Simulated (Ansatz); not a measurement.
InCl2I (InICl₂), relaxed as a singlet with RKS PBE0-D4/def2-SVP in Ansatz, starting from the GFN2-xTB geometry. Force threshold 0.02 eV/Å.

In the def2 sets I, In take a core potential; there is no spin–orbit coupling.

Start:

Cartesian coordinates in Å:
```
In -0.025 0.029 0.099
Cl -0.864 -1.519 1.561
Cl 0.271 2.205 0.746
I 0.618 -0.715 -2.406
```

```
step  energy (eV)  largest force component (eV/Å)  SCF passes
   1  -38308.5824                           0.973          24
   2  -38308.6184                           0.159          29
   3  -38308.6214                           0.025          29
   4  -38308.6216                           0.001          24
```

Force components are those of the run's own axes.

End:

```xyz
4

In   -0.0122    0.0141    0.0474
Cl   -0.8696   -1.5078    1.5860
Cl    0.2633    2.2089    0.7723
I     0.6185   -0.7152   -2.4057
```

By distances, no bond broke or formed. The bond that changes most is In1–I4, from 2.69 to 2.64 Å (atoms count from 1).

No frequencies were taken in this run, so the end may be a saddle point.

It took 7.5 s on 4 threads of Arm Neoverse V2 on a shared host.
